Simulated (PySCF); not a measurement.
H₄P₂, charge +1, multiplicity 2. Atoms are numbered in the order given.

```xyz
6

P     -1.0571     0.1219     0.0000
P      1.0571    -0.1219     0.0000
H     -1.4674    -0.6584     1.1034
H     -1.4674    -0.6584    -1.1034
H      1.4674     0.6584     1.1034
H      1.4674     0.6584    -1.1034
```
Charge +1, spin multiplicity 2.

The structure is a stationary point at PBE0-D3(BJ)/def2-TZVP. The spin state was assumed, not searched.

Method: CAM-B3LYP/def2-TZVPD in PySCF.

The molecule is in vacuum.

```yaml
total_energy: -684.80973 hartree
point_group: C2h
"α spin, highest occupied and lowest empty level": -14.75 and -4.91 eV
"β spin, highest occupied and lowest empty level": -15.80 and -9.27 eV
dipole_moment_about_the_centre_of_nuclear_charge: 0.00 D
mean_static_polarisability: 50.9 bohr³ (7.54 Å³)
polarisability_principal_values: 38.1, 40.5, 74.1 bohr³
"⟨S²⟩": 0.767 (pure state 0.75)
```
